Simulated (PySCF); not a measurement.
Species: C₅H₁₂OSi₂.
Atom-mapped SMILES: `[CH2:1]=[CH:2][C@@H:3]1[CH2:4][Si@H:5]([OH:6])[CH2:7][SiH2:8]1`

Cartesian coordinates in Å at the GFN2-xTB level; atoms count from 1:
```xyz
20
C5H12OSi2 angstrom
C      3.3063    0.1331   -0.0367
C      2.1225   -0.2909   -0.4454
C      0.8234    0.0516    0.1867
C     -0.0710   -1.1801    0.3832
Si    -1.8371   -0.6161    0.7836
O     -2.8174   -1.7215    0.0921
C     -1.8880    1.0919   -0.0657
Si    -0.1673    1.3341   -0.8422
H      3.4114    0.7636    0.8318
H      4.2175   -0.1257   -0.5495
H      2.0544   -0.9241   -1.3221
H      1.0196    0.4968    1.1683
H      0.3534   -1.8291    1.1501
H     -0.0858   -1.7641   -0.5393
H     -2.1344   -0.5071    2.2176
H     -3.7633   -1.6077    0.0829
H     -2.6741    1.1553   -0.8141
H     -2.0899    1.8813    0.6538
H     -0.1573    0.9824   -2.2674
H      0.3721    2.6870   -0.6708
```

NICS = −σ at a ghost point: NICS(0) at the centroid of the ring atoms, NICS(1) 1 Å to either side along the normal of their mean plane, zz for the tensor component along that normal. Level: GIAO PBE0/pcSseg-1 (PySCF, non-relativistic, gas phase) on the GFN2-xTB geometry, one conformer.

Ring bond lengths (Å), with Mayer bond orders in brackets: C3–C4 1.535 (1.00), C4–Si5 1.897 (0.90), Si5–C7 1.908 (0.86), C7–Si8 1.903 (0.91), Si8–C3 1.920 (0.84).

**Question.** Give the NICS values of each ring in ppm.

**Answer.** 
| ring | type | NICS(0) | NICS(1), two faces | NICS(1)zz, two faces | rms pucker (Å) | centre to ring atoms, mean (Å) |
| --- | --- | --- | --- | --- | --- | --- |
| C3–C4–Si5–C7–Si8 | 5-membered ring with 2 Si; formal bonds all single | -3.6 | -2.5 / -3.8 | 0.8 / -1.5 | 0.20 | 1.54 |

**Question.** What do they say, and how far can they be read as aromaticity?

**Answer.** 
- C3–C4–Si5–C7–Si8: mean NICS(1)zz -0.4 ppm, near zero. C3, C4, Si5, C7, Si8 have four or more neighbours; no verdict on aromaticity is drawn.

**Question.** What is the mean of the two in-plane components of NICS at the second NICS(1) probe listed for ring C3–C4–Si5–C7–Si8, 1 Å off the ring?

**Answer.** The isotropic value is a third of the trace: (3 × -3.8 − (-1.5))/2 = -4.9 ppm.

**Question.** Give the inner angles of the rings and the Hirshfeld charges of the ring atoms.

**Answer.** 
- C3–C4–Si5–C7–Si8: C3 107.7° (-0.108 e), C4 109.3° (-0.164 e), Si5 101.4° (+0.420 e), C7 105.7° (-0.263 e), Si8 99.4° (+0.338 e); sum 523.5° against 540° for a flat convex ring.

Hardware: one thread, Arm Neoverse N1 (aarch64), shared host with 64 logical CPUs at a one-minute load of 39. Cost: 64 s, 1.0 GiB resident at most. This is the whole shielding run at PBE0/pcSseg-1, SCF included.
